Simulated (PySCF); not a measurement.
Stationary points of Cu₃O⁺

These are results of B3LYP/[O def2-SVP, Cu def2-SVP], no relativity, density fitting, PySCF, not measurements.

Relaxations began from a few typed shapes. The search is not exhaustive: other isomers or separated fragments can lie lower, and high-lying points may rest on an excited occupation.

| spin | group | bonds | angles | imaginary modes (cm⁻¹) | ΔE (kJ/mol) | ΔE with ZPE (kJ/mol) |
| --- | --- | --- | --- | --- | --- | --- |
| singlet | C3v | O–Cu 1.832 Å (×3) | Cu–O–Cu 103.2° (×3) | none | 0.0 | 0.0 |
| singlet | D3h | O–Cu 1.819 Å (×3) | Cu–O–Cu 120.0° (×3) | 85i | 4.7 | – |

The lowest minimum found is the singlet C3v: O–Cu 1.832 Å (×3); Cu–O–Cu 103.2° (×3).
